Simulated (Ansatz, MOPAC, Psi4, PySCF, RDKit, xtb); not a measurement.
Noncovalent pair: HBr (SMILES Br) (first 2 atoms) with H4OSi (SMILES O[SiH3]); geometry from B3LYP-D3(BJ)/def2-TZVP, rigid monomers moved along the line of their centres of mass till H2···O3 is 2.17 Å.
(charge 0, multiplicity 1):
```tsv
atom	x (Å)	y (Å)	z (Å)
Br	-0.6094	-1.1556	-0.0208
H	-0.1549	-0.4227	1.1354
O	0.4631	0.5919	2.9523
Si	-0.0418	0.2259	4.4970
H	1.1478	1.2539	2.8255
H	1.0869	-0.2815	5.3105
H	-1.0715	-0.8138	4.3251
H	-0.6088	1.4234	5.1585
```

```json
[
 {"level": "UFF", "interaction energy (kcal/mol)": "3.30", "minus CCSD(T)/CBS(def2-SVPD, def2-TZVPPD)": "7.22", "cost": "-"},
 {"level": "GFN-FF", "interaction energy (kcal/mol)": "-3.95", "minus CCSD(T)/CBS(def2-SVPD, def2-TZVPPD)": "-0.03", "cost": "-"},
 {"level": "PM3", "interaction energy (kcal/mol)": "-3.45", "minus CCSD(T)/CBS(def2-SVPD, def2-TZVPPD)": "0.46", "cost": "-"},
 {"level": "PM6", "interaction energy (kcal/mol)": "-3.42", "minus CCSD(T)/CBS(def2-SVPD, def2-TZVPPD)": "0.50", "cost": "-"},
 {"level": "PM7", "interaction energy (kcal/mol)": "-4.21", "minus CCSD(T)/CBS(def2-SVPD, def2-TZVPPD)": "-0.29", "cost": "-"},
 {"level": "GFN1-xTB", "interaction energy (kcal/mol)": "-2.04", "minus CCSD(T)/CBS(def2-SVPD, def2-TZVPPD)": "1.88", "cost": "-"},
 {"level": "GFN2-xTB", "interaction energy (kcal/mol)": "-5.59", "minus CCSD(T)/CBS(def2-SVPD, def2-TZVPPD)": "-1.68", "cost": "-"},
 {"level": "HF/STO-3G (no counterpoise)", "interaction energy (kcal/mol)": "-4.57", "minus CCSD(T)/CBS(def2-SVPD, def2-TZVPPD)": "-0.65", "cost": "-"},
 {"level": "HF/3-21G (no counterpoise)", "interaction energy (kcal/mol)": "-6.65", "minus CCSD(T)/CBS(def2-SVPD, def2-TZVPPD)": "-2.73", "cost": "-"},
 {"level": "HF/6-31G* (no counterpoise)", "interaction energy (kcal/mol)": "-4.10", "minus CCSD(T)/CBS(def2-SVPD, def2-TZVPPD)": "-0.18", "cost": "-"},
 {"level": "HF/def2-SVPD", "interaction energy (kcal/mol)": "-2.90", "minus CCSD(T)/CBS(def2-SVPD, def2-TZVPPD)": "1.02", "cost": "-"},
 {"level": "HF/def2-TZVPPD", "interaction energy (kcal/mol)": "-2.60", "minus CCSD(T)/CBS(def2-SVPD, def2-TZVPPD)": "1.31", "cost": "-"},
 {"level": "PBE/def2-TZVPPD", "interaction energy (kcal/mol)": "-3.75", "minus CCSD(T)/CBS(def2-SVPD, def2-TZVPPD)": "0.17", "cost": "×1"},
 {"level": "PBE-D3(BJ)/def2-TZVPPD", "interaction energy (kcal/mol)": "-4.55", "minus CCSD(T)/CBS(def2-SVPD, def2-TZVPPD)": "-0.63", "cost": "×1"},
 {"level": "PBE-D4/def2-TZVPPD", "interaction energy (kcal/mol)": "-4.52", "minus CCSD(T)/CBS(def2-SVPD, def2-TZVPPD)": "-0.61", "cost": "×1"},
 {"level": "BP86/6-31G* (no counterpoise)", "interaction energy (kcal/mol)": "-4.66", "minus CCSD(T)/CBS(def2-SVPD, def2-TZVPPD)": "-0.74", "cost": "-"},
 {"level": "r2SCAN/def2-TZVPPD", "interaction energy (kcal/mol)": "-3.96", "minus CCSD(T)/CBS(def2-SVPD, def2-TZVPPD)": "-0.05", "cost": "×2"},
 {"level": "r2SCAN-D3(BJ)/def2-TZVPPD", "interaction energy (kcal/mol)": "-4.32", "minus CCSD(T)/CBS(def2-SVPD, def2-TZVPPD)": "-0.40", "cost": "×2"},
 {"level": "r2SCAN-D4/def2-TZVPPD", "interaction energy (kcal/mol)": "-4.25", "minus CCSD(T)/CBS(def2-SVPD, def2-TZVPPD)": "-0.33", "cost": "×2"},
 {"level": "B3LYP/6-31G*", "interaction energy (kcal/mol)": "-4.24", "minus CCSD(T)/CBS(def2-SVPD, def2-TZVPPD)": "-0.32", "cost": "-"},
 {"level": "B3LYP/6-31G* (no counterpoise)", "interaction energy (kcal/mol)": "-5.00", "minus CCSD(T)/CBS(def2-SVPD, def2-TZVPPD)": "-1.09", "cost": "-"},
 {"level": "B3LYP/def2-TZVPPD", "interaction energy (kcal/mol)": "-3.18", "minus CCSD(T)/CBS(def2-SVPD, def2-TZVPPD)": "0.74", "cost": "×1"},
 {"level": "B3LYP-D3(BJ)/def2-TZVPPD", "interaction energy (kcal/mol)": "-4.50", "minus CCSD(T)/CBS(def2-SVPD, def2-TZVPPD)": "-0.58", "cost": "×1"},
 {"level": "B3LYP-D4/def2-TZVPPD", "interaction energy (kcal/mol)": "-4.37", "minus CCSD(T)/CBS(def2-SVPD, def2-TZVPPD)": "-0.45", "cost": "×1"},
 {"level": "PBE0-D3(BJ)/def2-TZVPPD", "interaction energy (kcal/mol)": "-4.55", "minus CCSD(T)/CBS(def2-SVPD, def2-TZVPPD)": "-0.63", "cost": "×1"},
 {"level": "PBE0-D4/def2-TZVPPD", "interaction energy (kcal/mol)": "-4.48", "minus CCSD(T)/CBS(def2-SVPD, def2-TZVPPD)": "-0.57", "cost": "×1"},
 {"level": "wB97X-V/def2-TZVPPD", "interaction energy (kcal/mol)": "-4.13", "minus CCSD(T)/CBS(def2-SVPD, def2-TZVPPD)": "-0.21", "cost": "×3"},
 {"level": "wB97M-V/def2-TZVPPD", "interaction energy (kcal/mol)": "-4.04", "minus CCSD(T)/CBS(def2-SVPD, def2-TZVPPD)": "-0.12", "cost": "×3"},
 {"level": "MP2/6-31G*", "interaction energy (kcal/mol)": "-4.53", "minus CCSD(T)/CBS(def2-SVPD, def2-TZVPPD)": "-0.61", "cost": "-"},
 {"level": "MP2/6-31G* (no counterpoise)", "interaction energy (kcal/mol)": "-5.63", "minus CCSD(T)/CBS(def2-SVPD, def2-TZVPPD)": "-1.71", "cost": "-"},
 {"level": "MP2/def2-SVPD", "interaction energy (kcal/mol)": "-4.08", "minus CCSD(T)/CBS(def2-SVPD, def2-TZVPPD)": "-0.16", "cost": "-"},
 {"level": "MP2/def2-TZVPPD", "interaction energy (kcal/mol)": "-4.06", "minus CCSD(T)/CBS(def2-SVPD, def2-TZVPPD)": "-0.14", "cost": "-"},
 {"level": "SCS-MP2/def2-SVPD", "interaction energy (kcal/mol)": "-3.53", "minus CCSD(T)/CBS(def2-SVPD, def2-TZVPPD)": "0.38", "cost": "-"},
 {"level": "SCS-MP2/def2-TZVPPD", "interaction energy (kcal/mol)": "-3.48", "minus CCSD(T)/CBS(def2-SVPD, def2-TZVPPD)": "0.43", "cost": "-"},
 {"level": "CCSD/def2-SVPD", "interaction energy (kcal/mol)": "-3.57", "minus CCSD(T)/CBS(def2-SVPD, def2-TZVPPD)": "0.34", "cost": "-"},
 {"level": "CCSD/def2-TZVPPD", "interaction energy (kcal/mol)": "-3.54", "minus CCSD(T)/CBS(def2-SVPD, def2-TZVPPD)": "0.38", "cost": "-"},
 {"level": "CCSD(T)/def2-SVPD", "interaction energy (kcal/mol)": "-3.77", "minus CCSD(T)/CBS(def2-SVPD, def2-TZVPPD)": "0.15", "cost": "×3"},
 {"level": "CCSD(T)/def2-TZVPPD", "interaction energy (kcal/mol)": "-3.79", "minus CCSD(T)/CBS(def2-SVPD, def2-TZVPPD)": "0.13", "cost": "×100*"},
 {"level": "CCSD(T)/CBS(def2-SVPD, def2-TZVPPD)", "interaction energy (kcal/mol)": "-3.92", "minus CCSD(T)/CBS(def2-SVPD, def2-TZVPPD)": "0.00", "cost": "×100*"},
 {"level": "SAPT0/aug-cc-pVDZ", "interaction energy (kcal/mol)": "-4.81", "minus CCSD(T)/CBS(def2-SVPD, def2-TZVPPD)": "-0.89", "cost": "-"}
]
```

 The comparison column counts from a level with limits of its own.

The rows run from -6.65 (HF/3-21G (no counterpoise)) to 3.30 kcal/mol (UFF). In def2-TZVPPD the value moves HF -2.60, MP2 -4.06, CCSD -3.54, CCSD(T) -3.79, a shift of -1.18 from HF to CCSD(T). From def2-SVPD to def2-TZVPPD CCSD(T) changes by -0.02. The dispersion term adds -0.80 in PBE-D3(BJ), -0.78 in PBE-D4, -0.35 in r2SCAN-D3(BJ). The 5 functionals in def2-TZVPPD without D3 or D4 span 0.95, from wB97X-V to B3LYP.

Counterpoise-corrected where a basis set is named; no monomer relaxation. Rows marked so take none. RDKit's UFF carries no charges.

Correlated levels freeze the cores. Filled d and f shells under p-block atoms count as core. CBS(a, b) extrapolates the correlation energy as X⁻³ and adds the Hartree–Fock energy of set b. Rows in 3-21G, 6-31G*, STO-3G carry no dispersion term and start afresh at each structure (6-31G* with six Cartesian d functions); the Pople sets are all-electron and without relativity. MP2/6-31G* freezes PySCF's default core, which leaves 3d correlated. The state reached by PM3, PM6, PM7 isn't checked; PM7 holds dispersion and hydrogen-bond terms.

Run with Ansatz (Gaussian orbitals); MOPAC for PM3, PM6, PM7 (differences of heats of formation); Psi4 for SAPT; PySCF for 3-21G rows, 6-31G* rows, STO-3G rows, the dispersion terms; RDKit for the force fields; xtb for the GFN methods. Each number belongs to the level named beside it.

Costs are rough ratios of core time to PBE/def2-TZVPPD (about 7 s over the structures, on one shared machine); a dash marks a level with no comparable run of its own. A star marks coupled-cluster runs past 200 virtual orbitals, where the program's memory plan changes under this machine's limit, so their costs aren't comparable with smaller runs.

Ansatz is an electronic-structure program.
